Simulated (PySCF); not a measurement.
**HgH and its ions**

r²SCAN; Hg def2-TZVP with ECP60, H def2-TZVP; scalar-relativistic core potentials (PySCF 2.14). Neutral (UKS): doublet (σ ↑), Re = 1.768 Å, ωe = 1308 cm⁻¹, De = 0.62 eV, HOMO -5.23 eV, LUMO -3.00 eV.

HgH⁺ (UKS): singlet (closed shell), Re = 1.595 Å, ωe = 2057 cm⁻¹, De = 2.79 eV to Hg⁺ + H. The energies at the minima are -154.10668 hartree for HgH and -153.80689 for HgH⁺.

Question: Work out the adiabatic ionisation energy, without and with harmonic zero-point energies (1 hartree = 27.2114 eV, 1 eV = 8065.5 cm⁻¹), and the change of the bond length.

Answer: At r²SCAN: 0.29979 hartree = 8.158 eV between the minima; the zero-point term (2057.0 − 1308.0)/2 cm⁻¹ = +0.046 eV makes it 8.204 eV. Re changes by -17.3 pm against the neutral. The electron leaves a σ orbital, and the shorter bond of the ion fits an antibonding orbital, or a change in how ionic the bond is.

Spin–orbit coupling is left out. For an ion De counts to the pair picked by the measured ionisation energies or electron affinities, which need not be the lowest pair at this level. States were picked by a PBE0 search and need not be the measured ground states.
